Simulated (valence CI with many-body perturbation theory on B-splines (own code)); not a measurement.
## Missing levels of Tb XXXV

Level of theory: relativistic CI+MBPT: three valence electrons over a frozen Dirac-Fock core [Ar] 3d10, a basis of 11 s, 11 p, 9 d, 7 f, 5 g, 2 h, 1 i functions for each j, with the one-electron correlation potential Σ1, the two-electron term Σ2, the three-electron term Σ3, Breit, model QED; selected CI, second order for the rest (own B-spline code, finite nucleus).

The last digits are not significant, and no measured levels were compared; by estimate large intervals hold to a few tenths of a per cent, small ones and those within an open d or f shell to about a per cent.

| Level | E (cm⁻¹) |
| --- | --- |
| (4s^2 4p1/2) J=1/2 | 0 |
| (4s^2 4p3/2) J=3/2 | 393700 |
| (4s 4p1/2^2) J=1/2 | 601470 |
| (4s 4p1/2 4p3/2) J=3/2 [a] | ? |
| (4s 4p1/2 4p3/2) J=5/2 | 968650 |
| (4s 4p1/2 4p3/2) J=3/2 [b] | ? |
| (4s 4p1/2 4p3/2) J=1/2 | 1071100 |
| (4s 4p3/2^2) J=5/2 | 1330300 |
| (4s^2 4d3/2) J=3/2 | 1415100 |
| (4s 4p3/2^2) J=1/2 | 1465300 |
| (4s 4p3/2^2) J=3/2 | 1506400 |
| (4s^2 4d5/2) J=5/2 | ? |
| (4p1/2^2 4p3/2) J=3/2 | ? |
| (4s 4p1/2 4d3/2) J=3/2 [a] | ? |
| (4s 4p1/2 4d3/2) J=5/2 | 1937200 |
| (4p1/2 4p3/2^2) J=3/2 | 1991700 |
| (4p1/2 4p3/2^2) J=5/2 | 2008300 |
| (4s 4p1/2 4d3/2) J=1/2 | 2032600 |
| (4s 4p1/2 4d3/2) J=3/2 [b] | ? |
| (4s 4p1/2 4d5/2) J=5/2 [a] | 2057800 |

Levels are named by their leading jj configuration (3d3/2^4 stands for four electrons in 3d with j = 3/2), which in mixed levels can hold well under half, so a name can repeat and another be missing. Letters in brackets count levels of one name in rising energy.

Question: The levels stand in rising order. What does the calculation give for the missing energies?

Answer: (4s 4p1/2 4p3/2) J=3/2 [a] 915500; (4s 4p1/2 4p3/2) J=3/2 [b] 1047100; (4s^2 4d5/2) J=5/2 1531600; (4p1/2^2 4p3/2) J=3/2 1660300; (4s 4p1/2 4d3/2) J=3/2 [a] 1904700; (4s 4p1/2 4d3/2) J=3/2 [b] 2037400.
